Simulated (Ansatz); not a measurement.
C₃H₅BClF, SMILES `BC(Cl)C(=C)F`, relaxed with RKS PBE-D4/def2-SVP in the Gaussian-basis code of Ansatz from a rough embedded geometry. The force threshold is 0.03 eV/Å; the program also tests the step.

Charge 0, multiplicity 1.

Start:

```xyz
11

B     0.200    1.057   -1.373
C     0.350    0.712    0.138
Cl   -0.083    2.140    1.129
C    -0.502   -0.477    0.579
C     0.000   -1.646    0.777
F    -1.892   -0.295    0.549
H    -0.917    1.390   -1.763
H     1.060    1.051   -2.093
H     1.402    0.435    0.307
H     1.057   -1.857    0.740
H    -0.673   -2.508    1.010
```

```csv
step,energy (eV),largest force (eV/Å),largest move (Å)
1,-19084.5130,3.500,0.000
2,-19084.8807,1.170,0.145
3,-19084.9577,0.780,0.078
4,-19084.9906,0.587,0.046
5,-19085.0658,0.446,0.199
6,-19085.1452,0.546,0.191
7,-19085.2370,0.548,0.194
8,-19085.2479,0.729,0.195
9,-19085.2576,0.685,0.200
10,-19085.2928,0.424,0.104
11,-19085.3043,0.092,0.054
12,-19085.3063,0.065,0.026
13,-19085.3069,0.017,0.019
```

End:

```xyz
11

B     0.082    1.366   -1.293
C     0.444    0.382   -0.115
Cl    0.112    2.118    0.671
C    -0.461   -0.638    0.436
C    -0.061   -1.780    1.030
F    -1.769   -0.399    0.240
H    -1.060    1.414   -1.696
H     0.996    1.885   -1.898
H     1.504    0.167    0.100
H     1.006   -1.964    1.214
H    -0.793   -2.550    1.311
```

Run time 18 s (4 threads of an Arm Neoverse V1 on a shared host); peak host memory 0.16 GiB.
